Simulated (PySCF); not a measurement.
Species: C₇H₁₃ (doublet state).
Geometry (GFN2-xTB, Å), atoms numbered from 1 in this order:
```
atom  x, y, z in Å
C1    -2.0577    0.8883   -1.3458
C2    -2.0957    1.7611   -0.0776
C3    -1.0663    1.4522    0.9013
C4     0.0601    0.8951    1.1997
C5     1.0050    0.1272    0.2829
C6     1.1980   -1.3059    0.7744
C7     2.1595   -2.0788   -0.1212
H8    -2.9255    1.1031   -1.9662
H9    -1.1600    1.0930   -1.9235
H10   -2.0709   -0.1653   -1.0780
H11   -3.0761    1.6321    0.3965
H12   -2.0079    2.8150   -0.3616
H13    0.4320    0.9469    2.2208
H14    1.9693    0.6431    0.2770
H15    0.6138    0.1203   -0.7337
H16    0.2295   -1.8112    0.7940
H17    1.5852   -1.2909    1.7961
H18    2.2859   -3.0967    0.2410
H19    3.1350   -1.5968   -0.1384
H20    1.7817   -2.1211   -1.1409
```

The hyperfine couplings belong to this conformer and change with its torsions.

As a line formula: `CC/[C]=C\CCC` [radical].

The calculation used PySCF 2.14.0, UKS B3LYP, pcH-1 on C H, non-relativistic, mean-field spin-orbit, GIAO. Isolated species at its GFN2-xTB geometry (one conformer only). Couplings are sensitive to structure, and on GFN2-xTB geometries they can be far from those on DFT ones. No stability test was run, so a lower SCF solution isn't excluded.

Mulliken spin populations: C1 +0.054, C2 -0.054, C3 +1.002, C4 -0.164, C5 +0.078, C6 -0.001, C7 0.000, H8 +0.011, H9 -0.001, H10 -0.004, H11 +0.022, H12 +0.004, H13 +0.054, H14 -0.001, H15 -0.004, H16 +0.001, H17 +0.001, H18 +0.002, H19 0.000, H20 0.000.

What dipolar couplings does the calculation give for H8, H9, H10, H11, H12, H14, H15, H16, H17, H18, H19, H20?

```tsv
atom	position	distance from C3 (Å)	T1 (MHz)	T2	T3
H8	3 bonds from C3	3.44	-3.71	-1.41	5.12
H9	3 bonds from C3	2.85	-4.61	-1.90	6.52
H10	3 bonds from C3	2.75	-4.72	-2.01	6.74
H11	2 bonds from C3	2.08	-6.83	-5.40	12.23
H12	2 bonds from C3	2.08	-6.24	-4.56	10.80
H14	3 bonds from C3	3.20	-4.21	-1.82	6.03
H15	3 bonds from C3	2.70	-6.00	-1.15	7.14
H16	4 bonds from C3	3.51	-1.56	-1.18	2.74
H17	4 bonds from C3	3.92	-1.41	-0.85	2.26
H18	5 bonds from C3	5.69	-0.48	-0.40	0.88
H19	5 bonds from C3	5.29	-0.70	-0.59	1.29
H20	5 bonds from C3	5.01	-0.75	-0.55	1.30
```

Estimate them with point dipoles: put each population ρk at its nucleus, leave out the nucleus itself and the atom bound to it, and sum T = Σ [ρk/(2S)]·C·(3 n nᵀ − 1)/r³ with C = μ0 gₑ μB g_N μN/(4π h) = 79.06 MHz Å³.

```
atom  T1 (MHz)     T2     T3  T3, computed  difference in T3 (%)
  H8     -1.65  -1.45   3.11          5.12                   -39
  H9     -3.14  -2.74   5.88          6.52                   -10
 H10     -3.42  -3.24   6.67          6.74                    -1
 H11     -9.01  -7.77  16.78         12.23                   +37
 H12     -8.72  -7.86  16.57         10.80                   +53
 H14     -1.50  -1.27   2.77          6.03                   -54
 H15     -3.63  -2.96   6.59          7.14                    -8
 H16     -1.90  -1.19   3.09          2.74                   +13
 H17     -1.45  -0.98   2.43          2.26                    +8
 H18     -0.48  -0.46   0.94          0.88                    +7
 H19     -0.70  -0.64   1.34          1.29                    +3
 H20     -0.77  -0.69   1.46          1.30                   +12
```

If all the spin sat on C3, T∥ = 2C/r³. What distance does the computed T3 of H8 then imply?

r = (2 × 79.06/5.12)^(1/3) = 3.14 Å, against 3.44 Å in the structure.

Time: 2.9 min of wall time (grids of density and orbitals included); peak memory 0.97 GiB. Hardware: one thread, Intel Xeon Platinum 8259CL at 2.50 GHz (x86_64), no GPU, shared host.
